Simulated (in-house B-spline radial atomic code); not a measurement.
Configurations of Ni IV (Ni3+), with energies counted from [Ar] 3d7. Computed with an all-electron radial atomic-structure program (B-spline basis): scalar-relativistic (X2C) BHandHLYP, spin-polarised, spherical fractional occupations, exact exchange averaged over the configuration, Fermi nucleus of rms radius 3.7757 fm. Shells without spins written out take the highest spin.

Occupations are held fixed; configurations that lie above the ionisation limit could autoionise.

```csv
configuration,E - E(ref) (eV),highest orbital,its <r> (bohr)
[Ar] 3d6 4s1,12.616,4s up,2.055
[Ar] 3d6 4d1,32.734,4d up,3.126
[Ne] 3s2 3p5 3d8,66.014,3d down,0.9068
[Ne] 3s2 3p5 3d7 4s1,78.455,4s up,2.049
```

**Question.** Order these further configurations by energy, lowest first.
A. [Ar] 3d6 4f1
B. [Ne] 3s2 3p5 3d7 4f1
C. [Ne] 3s2 3p5 3d7 4d1
D. [Ar] 3d6 4p1
E. [Ne] 3s2 3p5 3d7 4p1

**Answer.** D (21.182 eV), A (40.366 eV), E (87.05 eV), C (98.659 eV), B (106.36 eV).
